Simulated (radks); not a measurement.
The numbers below are computed, except where a source is named.
Coherent X-ray form factor from a spherical all-electron density. Level of theory: Dirac Kohn-Sham, Slater X-alpha with alpha = 0.994, spin-unpolarised, spherical densities, finite nucleus; Fermi nuclear charge, rms radius of each element as measured or else 0.836 A^(1/3) + 0.57 fm (a radial shooting solver on a logarithmic mesh with Libxc functionals).

sin(theta)/lambda (1/angstrom)  f0 (electrons)
0.05                                    72.132
0.1                                     69.799
0.15                                    66.592
0.2                                     63.042
0.25                                    59.459
0.3                                     55.987
0.4                                     49.598
0.5                                     44.055
0.6                                     39.307
0.8                                     31.657
1                                       25.871
1.25                                    20.800
1.5                                     17.592
2                                       13.917

The species is in the configuration that NIST lists as its ground one. Which atom or ion scatters so?

Answer. The tungsten ion W+, [Xe] 4f14 5d4 6s1. Extrapolating in s^2 from the first two rows gives f0(0) = 72.9, near the electron count 73; among species with that count, the fall with angle is slower the higher Z, and the table is that of Z = 74; from so few rows the species is fixed only to a neighbour or two.
